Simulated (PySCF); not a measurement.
Ga(H)(Me)2(OMe2), C₄H₁₃GaO, singlet, GFN2-xTB optimised geometry.

```
19

Ga    -1.12    -0.55     0.00
H     -1.14    -1.28    -1.40
C     -1.47    -1.70     1.64
H     -1.16    -1.20     2.56
H     -0.94    -2.66     1.59
H     -2.53    -1.94     1.75
C     -1.47     1.45     0.00
H     -1.36     1.89     1.00
H     -2.49     1.67    -0.33
H     -0.80     1.99    -0.67
C      1.91    -1.22    -0.91
O      1.06    -0.55     0.00
C      1.75     0.09     1.05
H      2.49    -1.99    -0.40
H      1.26    -1.67    -1.66
H      2.59    -0.51    -1.39
H      2.43     0.86     0.67
H      2.32    -0.64     1.64
H      0.99     0.55     1.68
```

Density from PBE0/def2-SVP run with PySCF 2.14.0 at that geometry.

Minimum of the electron density along straight lines between bonded atoms, close to the bond critical point (lines longer than 1.1 times the sum of covalent radii, or with two minima, are not listed):

```json
[
 {"bond": "Ga1–H2", "length / Å": "1.581", "ρ at the minimum / e bohr⁻³": "(withheld)", "∇²ρ there / e bohr⁻⁵": "(withheld)", "position (fraction from the first atom)": "0.59"},
 {"bond": "Ga1–C3", "length / Å": "2.031", "ρ at the minimum / e bohr⁻³": "0.103", "∇²ρ there / e bohr⁻⁵": "0.15", "position (fraction from the first atom)": "0.47"},
 {"bond": "C3–H4", "length / Å": "1.096", "ρ at the minimum / e bohr⁻³": "0.265", "∇²ρ there / e bohr⁻⁵": "-0.91", "position (fraction from the first atom)": "0.62"},
 {"bond": "C3–H5", "length / Å": "1.094", "ρ at the minimum / e bohr⁻³": "0.266", "∇²ρ there / e bohr⁻⁵": "-0.92", "position (fraction from the first atom)": "0.62"},
 {"bond": "C3–H6", "length / Å": "1.094", "ρ at the minimum / e bohr⁻³": "0.266", "∇²ρ there / e bohr⁻⁵": "-0.92", "position (fraction from the first atom)": "0.62"},
 {"bond": "Ga1–C7", "length / Å": "2.031", "ρ at the minimum / e bohr⁻³": "0.103", "∇²ρ there / e bohr⁻⁵": "0.15", "position (fraction from the first atom)": "0.47"},
 {"bond": "C7–H8", "length / Å": "1.096", "ρ at the minimum / e bohr⁻³": "0.265", "∇²ρ there / e bohr⁻⁵": "-0.91", "position (fraction from the first atom)": "0.62"},
 {"bond": "C7–H9", "length / Å": "1.094", "ρ at the minimum / e bohr⁻³": "0.266", "∇²ρ there / e bohr⁻⁵": "-0.92", "position (fraction from the first atom)": "0.62"},
 {"bond": "C7–H10", "length / Å": "1.095", "ρ at the minimum / e bohr⁻³": "0.266", "∇²ρ there / e bohr⁻⁵": "-0.92", "position (fraction from the first atom)": "0.62"},
 {"bond": "C11–O12", "length / Å": "1.411", "ρ at the minimum / e bohr⁻³": "0.250", "∇²ρ there / e bohr⁻⁵": "-0.25", "position (fraction from the first atom)": "0.34"},
 {"bond": "O12–C13", "length / Å": "1.410", "ρ at the minimum / e bohr⁻³": "0.253", "∇²ρ there / e bohr⁻⁵": "(withheld)", "position (fraction from the first atom)": "0.66"},
 {"bond": "C11–H14", "length / Å": "1.095", "ρ at the minimum / e bohr⁻³": "0.280", "∇²ρ there / e bohr⁻⁵": "-1.06", "position (fraction from the first atom)": "0.64"},
 {"bond": "C11–H15", "length / Å": "1.089", "ρ at the minimum / e bohr⁻³": "0.285", "∇²ρ there / e bohr⁻⁵": "-1.13", "position (fraction from the first atom)": "0.65"},
 {"bond": "C11–H16", "length / Å": "1.095", "ρ at the minimum / e bohr⁻³": "0.280", "∇²ρ there / e bohr⁻⁵": "-1.06", "position (fraction from the first atom)": "0.64"},
 {"bond": "C13–H17", "length / Å": "1.095", "ρ at the minimum / e bohr⁻³": "0.280", "∇²ρ there / e bohr⁻⁵": "-1.06", "position (fraction from the first atom)": "0.64"},
 {"bond": "C13–H18", "length / Å": "1.095", "ρ at the minimum / e bohr⁻³": "0.280", "∇²ρ there / e bohr⁻⁵": "-1.06", "position (fraction from the first atom)": "0.64"},
 {"bond": "C13–H19", "length / Å": "1.090", "ρ at the minimum / e bohr⁻³": "0.284", "∇²ρ there / e bohr⁻⁵": "-1.11", "position (fraction from the first atom)": "0.64"}
]
```

Problem. Some entries are withheld; supply them.

Solution. 
- Ga1–H2, ρ at the minimum / e bohr⁻³: 0.110
- Ga1–H2, ∇²ρ there / e bohr⁻⁵: 0.14
- O12–C13, ∇²ρ there / e bohr⁻⁵: -0.29
